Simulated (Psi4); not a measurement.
Pair of molecules, SMILES N#N with SMILES P (the first has 2 atoms); geometry from B3LYP-D3(BJ)/def2-TZVP, rigid monomers moved along the line of their centres of mass till N2···H6 is 2.95 Å.
(charge 0, multiplicity 1):
```xyz
6

N      0.647    -0.211    -0.511
N     -0.335     0.264    -0.488
P      0.035     0.101     3.219
H      1.130     0.626     2.486
H      0.027    -1.117     2.493
H     -0.928     0.708     2.373
```

Computed with SAPT0/jun-cc-pV(D+d)Z (Psi4).

### Question
Give the four SAPT terms and the total, and say what mostly holds the pair together.

### Answer
electrostatics -35.1, exchange 104.0, induction -5.3, dispersion -45.4, total 18.2 meV; the largest attraction is dispersion.
